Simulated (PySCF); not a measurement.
C4H9NSi, SMILES C#C[Si@H](C)NC.

Coordinates come from a B3LYP-D3(BJ)/def2-SVP optimisation. The structure was generated by enumeration; whether it is a known compound was not checked. One conformer was computed; it need not be the lowest.

Computed with PBE/def2-TZVP (PySCF).

The molecule is in vacuum.

```
Item                                                                                                            Value
---------------------------------------------------------------------------------------------  ----------------------
total energy                                                                                       -501.70842 hartree
highest occupied level                                                                                       -5.32 eV
lowest empty level                                                                                           -0.94 eV
orbital gap                                                                                                   4.38 eV
dipole moment                                                                                               0.208 e·Å
quadrupole, principal values (traceless, Buckingham form, about the centre of nuclear charge)  -7.37, -0.98, 8.36 D·Å
mean static polarisability                                                                      81.7 bohr³ (12.10 Å³)
polarisability, principal values                                                               65.5, 82.9, 96.6 bohr³
```
